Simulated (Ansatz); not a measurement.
System: H2SiO, charge 0, singlet. H2SiO (oxosilane, SMILES O=[SiH2]).
B3LYP-D3(BJ)/def2-TZVP minimum from Ansatz (a program for electronic structure):
```xyz
4

Si     0.0729    -0.4313    -0.0029
O     -0.1804     1.0669     0.0071
H     -0.9986    -1.4531    -0.0255
H      1.4209    -1.0442     0.0090
```
Charge 0, spin multiplicity 1.

Total energies in hartree (Ansatz). UHF or UKS for unpaired electrons; spin-orbit terms are left out. Cores are frozen in correlated methods. No relativity. Where a partner has so few electrons that a lower coupled-cluster level is exact, that level stands in. The T1 diagnostic of H2OSi (O=[SiH2], singlet) reaches 0.025 in the sets run.

```tsv
species	HF/cc-pV(T+d)Z	CCSD(T)/cc-pV(T+d)Z	HF/cc-pV(Q+d)Z	CCSD(T)/cc-pV(Q+d)Z	CCSDT(Q)/cc-pV(Q+d)Z
1: H2SiO (SMILES O=[SiH2])	-364.98686	-365.37464	-364.99721	-365.41049	-365.41208
2: Si (triplet)	-288.85649	-288.93344	-288.85845	-288.93781	-288.93861
3: O (triplet)	-74.81176	-74.97396	-74.81729	-74.99357	-74.99396
4: H (doublet)	-0.49981	-0.49981	-0.49995	-0.49995	-0.49995
```

### Question
Work out the atomisation energy (electronic, to ground-state atoms) in kcal/mol: take Hartree-Fock from cc-pV(Q+d)Z, extrapolate the CCSD(T) correlation energy as X^-3 (X = 3, 4), and add CCSDT(Q) - CCSD(T) in cc-pV(Q+d)Z. 1 hartree = 627.51 kcal/mol.

### Answer

Species 1: correlation (64·(-0.41328) - 27·(-0.38778))/37 = -0.43189; step -0.00159; E1 = -364.99721 + (-0.43189) + (-0.00159) = -365.43069
Species 2: correlation (64·(-0.07936) - 27·(-0.07695))/37 = -0.08112; step -0.00080; E2 = -288.85845 + (-0.08112) + (-0.00080) = -288.94037
Species 3: correlation (64·(-0.17628) - 27·(-0.16220))/37 = -0.18655; step -0.00039; E3 = -74.81729 + (-0.18655) + (-0.00039) = -75.00423
Species 4: correlation (64·(0.00000) - 27·(0.00000))/37 = 0.00000; step +0.00000; E4 = -0.49995 + (0.00000) + (+0.00000) = -0.49995
-1·E1 +1·E2 +1·E3 +2·E4 = 0.48619 hartree = 305.1 kcal/mol.
